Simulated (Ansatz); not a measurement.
Gas-phase electronic energies from Ansatz, PBE0-D4/def2-TZVP geometries. CBS: MP2 limit from def2 TZ/QZ plus the TZ coupled-cluster correction, frozen cores. DFT in def2-TZVPP. For Br outer-core shells are correlated without core-valence functions, which leaves a few kJ/mol of doubt a bond. Scalar relativity is left out up to krypton. One conformer a species, not always the lowest.

Reaction (isomerisation): `O[SiH2]CBr` → `OC([SiH3])Br`

`O[SiH2]CBr`:

```xyz
9

O     0.282    1.584   -1.099
Si   -0.554    0.479   -0.205
C     0.535   -0.967    0.291
Br   -0.613   -2.196    1.274
H     0.791    2.250   -0.637
H    -1.643   -0.028   -1.066
H    -1.086    1.093    1.040
H     0.936   -1.518   -0.558
H     1.352   -0.698    0.960
```

`OC([SiH3])Br`:

Cartesian coordinates in Å:
```
O 0.583 -1.333 -0.797
C 0.615 -0.296 0.103
Si -1.072 0.571 0.183
Br 1.932 1.117 -0.435
H 1.418 -1.813 -0.774
H 0.995 -0.588 1.085
H -1.396 1.106 -1.159
H -0.979 1.657 1.187
H -2.096 -0.421 0.607
```

Task: Is it downhill or uphill in electronic energy at CCSD(T)/CBS, and by how much? (Best estimate.)

Result: Computed: Uphill: ΔE = +181.8 kJ/mol.

Task: What do these levels give: revPBE-D4, PBE-QIDH, CCSD/def2-SVP, HF/def2-TZVPP, HF/def2-QZVPP, SCS-MP2/def2-QZVPP? (Best estimate.)

Result: Ansatz gave: revPBE-D4 155.7, PBE-QIDH 180.9, CCSD/def2-SVP 153.6, HF/def2-TZVPP 188.1, HF/def2-QZVPP 189.5, SCS-MP2/def2-QZVPP 187.2 kJ/mol.

Largest T1 diagnostic among the species: 0.010.

Leaving LDA and LC-ωPBE aside and taking each functional with its dispersion term where it has one, the values, not all of them listed here, spread over 25.4 kJ/mol, from revPBE-D4 to BHLYP-D4. From PBE to PBE0 (25 % exact exchange), in def2-TZVPP and without D4, ΔE moves by +10.3 kJ/mol.
